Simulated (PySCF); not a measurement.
Gas-phase reaction: GeO₂ + 2 ClO = GeCl₂ + 4 O

Method: PySCF energies (xtb for GFN2) plus ideal-gas RRHO corrections (1 bar). † marks an energy on the PBE0/def2-TZVP geometry and frequencies; other levels use their own. Open shells (unrestricted): ClO (multiplicity 2, electronic degeneracy 4), O (multiplicity 3, electronic degeneracy 9); the rest are closed-shell singlets. GFN2 has no spin-polarisation term. Spin-orbit splitting is ignored; it lowers the true energy and changes the entropy of ClO, O. Ge: all electrons, no relativistic terms. GeO₂: computed as isolated molecules; such fragments, hydroxides, amides, oligomers or adducts are transient or little studied in the gas. The harmonic model lacks anharmonicity and excited electronic states, which grow with temperature; levels with a mode under 35 cm⁻¹ are left out.

```tsv
level	ΔE electronic, kJ	ΔH°(298 K), kJ	ΔS°(298 K), J/K	ΔG°(1200 K), kJ
BLYP/def2-TZVP†	845	834	244	527
GFN2-xTB	2024	2014	244	1708
M06-2X/def2-TZVP†	681	670	244	363
PBE0/def2-QZVP†	702	691	244	383
PBE0/def2-TZVP	692	681	244	374
ωB97M-V/def2-TZVP†	690	679	244	372
ωB97X-V/def2-TZVP†	708	697	244	390
```
ΔH° is lowest at M06-2X/def2-TZVP† and highest at GFN2-xTB. No reference value is set beside these.
